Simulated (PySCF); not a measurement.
Bi(Cl)3 anion (BiCl3), SMILES [Bi]([Cl])([Cl])[Cl] (connectivity only; charge and spin as stated), charge -1, multiplicity 2.

Coordinates come from a PBE-D3(BJ)/def2-SVPD optimisation. The multiplicity is an assumed one; other spin states were not compared. The isomer is the one that the SMILES or the coordinates give; other isomers of the formula were not compared. The def2 effective core potentials stand for the cores of Bi; spin–orbit coupling is left out.

Computed with PBE-D3(BJ)/def2-SVPD in PySCF.

Frequencies are harmonic and unscaled.

Modes within 1.5 cm⁻¹ of each other (mostly degenerate sets) share a row, with their intensities summed.

```json
[
 {"mode": "1–2", "ν (cm⁻¹)": "40", "IR (km/mol)": "0.2", "moving atoms (share of kinetic energy)": "Cl 90 %, Bi 10 %"},
 {"mode": "3", "ν (cm⁻¹)": "50", "IR (km/mol)": "11.9", "moving atoms (share of kinetic energy)": "Cl 66 %, Bi 34 %"},
 {"mode": "4–5", "ν (cm⁻¹)": "225", "IR (km/mol)": "252.4", "moving atoms (share of kinetic energy)": "Cl 76 %, Bi 24 %"},
 {"mode": "6", "ν (cm⁻¹)": "247", "IR (km/mol)": "0.0", "moving atoms (share of kinetic energy)": "Cl 100 %"}
]
```
